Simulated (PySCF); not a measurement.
## Calculated data, B$_{2}$H$_{6}$NSi

Computed with PySCF 2.14.0. Calculation on a computer-drawn molecule: the log of a Hartree-Fock and frozen-core CCSD(T) single point meant for a local Hartree-Fock minimum, with one planted fault or none, to be diagnosed. Offsets are logged minus clean, where the clean run is the same molecule without the fault. The reference is restricted for singlets and unrestricted otherwise, and also for a bond in bohr or an excited solution. Adding or removing an electron swaps singlet and doublet. The excited solution moves the top pair (singlet) or top alpha electron (doublet) to the lowest empty orbital. Highest occupied and lowest empty are orbital energies over both spins, largest force is the largest gradient component, triples share is (T) over the correlation energy, the T1 limit is 0.02 restricted and 0.045 unrestricted, electrons count all cores, a negative frequency is imaginary (commonest isotopes), and the dipole is about the centre of nuclear charge.

### B$_{2}$H$_{6}$NSi

Logged structure:
```xyz
10
B2H6NSi
B     -1.8453     3.0505     0.3578
B     -1.4581     1.5420    -0.1746
N     -2.3422     0.5300    -0.5730
Si     0.5719     1.2165    -0.3340
H     -1.9765     3.8707     1.2074
H     -3.3365     0.6197    -0.5410
H     -2.0444    -0.3557    -0.9246
H      0.9523    -0.0623     0.3261
H      1.3712     2.3015     0.2937
H      0.9884     1.1220    -1.7592
```

| Quantity | Value |
| --- | --- |
| meant charge | 0 |
| meant multiplicity | 2 |
| meant basis | cc-pV(D+d)Z |
| logged electrons | 38 |
| logged basis functions | 95 |
| logged SCF converged | yes |
| logged spin squared | 0 |
| logged highest occupied | -0.045198 eV |
| logged lowest empty | 7.6465 eV |
| logged largest force | 0.056481 hartree/bohr |
| logged T1 diagnostic | 0.018397 |
| logged D1 diagnostic | 0.065261 |
| logged triples share | 0.032455 |
| logged CC converged | yes |
| logged dipole magnitude | 5.3624 debye |
| logged SCF stable within its kind | yes |
| logged energy HF | -396.16492 hartree |
| logged energy CCSD(T) | -396.69257 hartree |
| possible faults | no fault, one electron removed, one electron added, multiplicity raised by two, geometry at a saddle point, SCF held on an excited solution, minimal basis STO-3G, one bond length entered in bohr, all coordinates scaled |
| planted fault | one electron added |
| HF energy offset from clean run | 25.9 kcal/mol |
| CCSD(T) energy offset from clean run | 1.563 kcal/mol |

Drawn bonds:
```
atom  other atom  order
   1           2      1
   2           3      1
   2           4      1
   1           5      1
   3           6      1
   3           7      1
   4           8      1
   4           9      1
   4          10      1
```
